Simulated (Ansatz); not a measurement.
`C=[CH][AlH][F]` + H₂O → `C=[CH][AlH][OH]` + H–F at 600 K and 1 bar (formal hydrolysis of the Al–F bond).

Isolated molecules relaxed with PBE0-D4/def2-TZVP in Ansatz; ΔE leaves out vibrations. CCSD(T)/CBS adds triple-zeta CCSD(T) − MP2 to the extrapolated MP2 energy (def2 sets, frozen cores). This one scheme is used for every species. One conformer a species, not always the lowest.

| species | CCSD(T)/CBS energy (Eh) | H − E (kJ/mol) | S (J/(mol·K)) |
| --- | --- | --- | --- |
| `C=[CH][AlH][F]` | -420.36993 | 182.9 | 383.3 |
| H₂O | -76.37941 | 76.8 | 212.8 |
| `C=[CH][AlH][OH]` | -396.33356 | 217.7 | 398.3 |
| H–F | -100.39570 | 42.3 | 194.0 |

H − E and S are ideal-gas, rigid-rotor, harmonic terms from PBE0-D4/def2-TZVP, for one conformer and one mirror image of each species. 1 Eh = 2625.50 kJ/mol, R = 8.31446 J/(mol·K).

By hand: ΔE, ΔH, ΔS and ΔG.

ΔE = (-396.33356) + (-100.39570) − (-420.36993) − (-76.37941) = 0.02008 Eh = 52.7 kJ/mol. Δ(H − E) = 217.7 + 42.3 − 182.9 − 76.8 = 0.3, so ΔH = 53.0 kJ/mol. ΔS = 398.3 + 194.0 − 383.3 − 212.8 = -3.8 J/(mol·K). ΔG = 53.0 − 600 × (-3.8)/1000 = 55.3 kJ/mol.

By hand: the equilibrium constant, and the temperature at which ΔG would vanish if ΔH and ΔS stayed fixed.

log₁₀ K = −ΔG/(RT ln 10) = -4.8. ΔH and −TΔS have one sign here, so there is no such temperature.

The number of gas molecules stays the same, so ΔS is small and ΔH decides. A doubt of 5 kJ/mol in ΔE shifts log₁₀ K by 0.4 here. Other conformers and mirror images would add mixing entropy, several J/(mol·K) or more a flexible species. These are equilibria of isolated gas molecules and say nothing of rates. Largest T1 diagnostic: 0.012 (customary marks: 0.02 for closed shells, 0.045 for open ones).

ΔS is within the doubt of such terms, so its sign, and with it that verdict, could turn.
